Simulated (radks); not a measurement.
Excited configurations of the chlorine ion Cl+: one electron is placed in a higher orbital outside [Ne] 3s2 3p3. The ground configuration is [Ne] 3s2 3p4. All-electron calculation, non-relativistic Kohn-Sham, PBE, spin-polarised, spherical densities, point nucleus; open shells are filled with parallel spins first. Program: a radial shooting solver on a logarithmic mesh with Libxc functionals. Excitation = E - E(ground); binding = E(ion) - E, where the ion is the core of charge +2; n* = 2/sqrt(2 binding) in atomic units, and the quantum defect is n - n*.

| outer orbital | excitation (eV) | binding (eV) | n* | quantum defect | eigenvalue (eV) | <r> (bohr) |
|---|---|---|---|---|---|---|
| 3d | 13.161 | 10.481 | 2.279 | 0.721 | -6.329 | 2.619 |
| 4s | 13.077 | 10.566 | 2.270 | 1.730 | -8.186 | 4.083 |
| 4d | 18.526 | 5.116 | 3.262 | 0.738 | -3.852 | 6.899 |
| 4f | 20.016 | 3.627 | 3.874 | 0.126 | -2.613 | 8.468 |
| 5d | 20.492 | 3.151 | 4.156 | 0.844 | -2.459 | 12.26 |
| 6p | 20.842 | 2.801 | 4.408 | 1.592 | -2.267 | 15.02 |
| 6d | 21.498 | 2.144 | 5.038 | 0.962 | -1.722 | 18.86 |
| 6f | 21.876 | 1.767 | 5.550 | 0.450 | -1.399 | 21.65 |
| 7p | 21.714 | 1.928 | 5.313 | 1.687 | -1.585 | 22.13 |

The Delta-SCF ionisation energy is 23.642 eV (NIST Atomic Spectra Database: 23.814 eV, measured). Self-interaction in the functional shifts the binding energies and quantum defects, so they are the method's values and not measured ones. Open shells are spherical and high-spin; term and fine-structure splittings are not resolved.
